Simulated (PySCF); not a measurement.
An unknown shows these calculated signals:

$^{1}$H NMR (400 MHz, computed): δ 9.18 (s, 1H), 9.12 (d, 2H), 9.09 (d, 1H), 8.07 (d, 1H), 7.59 (m, 1H), 7.53 (d, 2H).

$^{13}$C{$^{1}$H} NMR (computed): δ 156.6 (CH), 156.0 (CH), 154.7 (CH), 152.6 (C), 141.2 (C), 141.0 (CH), 128.7 (CH), 127.1 (CH).

[PySCF 2.14.0 with density-fitted response routines: GFN2-xTB structure; shielding tensors at PBE0/pcSseg-1 (GIAO); non-relativistic; one computed conformer; fast rotation and ring inversion assumed for equivalent nuclei; no solvent]

Chemical shifts δ = σref − σ; $^{1}$H, $^{13}$C vs TMS, all at this level.

Q: Which of these does the molecule contain: a Si–H bond, a vinyl group CH=CH2, a heteroaromatic ring, a tert-butyl group?

A: 
- A Si–H bond: no.
- A vinyl group CH=CH2: no.
- A heteroaromatic ring: yes.
- A tert-butyl group: no.

The data belong to 3,4'-bipyridine (SMILES c1cncc(-c2ccncc2)c1); they needn't prove each group on their own.

Carbon signals by region: 8 in the sp2 and nitrile region (100–160 ppm).

Shifts are as computed. Against solution values, carbons near 30 ppm lie about +3 ppm off and those near 130 ppm about +5 ppm. Of 1211 compounds with measured shifts, 218 miss one by over three times the rms of a fit or turn the order of signals round; such compounds aren't used in these exercises. No couplings were computed; multiplicities are counted from neighbouring protons, with m where these are inequivalent, close in shift, in a saturated or five-membered ring or joined by F or P, and br s for small geminal =CH2 splittings.
